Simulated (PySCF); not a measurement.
C₆ coefficients of unlike pairs at PBE0

Calculated with PySCF 2.14 from the dipole response of each species, C₆(A,B) = (3/π) ∫ α_A(iu) α_B(iu) du, in atomic units, from isotropic polarisabilities. For ions this is the dispersion term alone; charge-induced terms of lower order in 1/R come first.

```tsv
species	configuration	basis	relativity	α (bohr³)	C₆ (like pair)
Ni	[Ar] 3d8 4s2 (3F)	aug-cc-pVTZ (8s7p5d3f2g)	none	52.26	426.4
Re+	[Xe] 4f14 5d5 6s1 (7S)	aug-cc-pwCVTZ-PP with ECP60MDF (8s8p7d4f3g)	core potential	31.25	263.1
Br(3+)	[Ar] 3d10 4s2 4p2 (3P)	x2c-TZVPPall with one added diffuse shell each of s, p, d type (7s6p5d1f)	spin-free X2C	6.020	22.13
Sc(2+)	[Ar] 3d1 (2D)	dyall-av2z (16s12p7d2f)	none	4.697	13.69
```

(1) Estimate C₆ for Br(3+) with Ni.

No spin-orbit coupling is included.

The other pairs:

| pair | C₆ |
| --- | --- |
| Br(3+), Re+ | 72.93 |
| Sc(2+), Re+ | 56.04 |
| Sc(2+), Ni | 62.49 |
| Sc(2+), Br(3+) | 17.22 |
| Re+, Ni | 322.8 |

Answers

(1) The integral gives 82.12. The combination rule 2 C_A C_B / (C_A α_B/α_A + C_B α_A/α_B) gives 78.23 and the geometric mean 97.13.
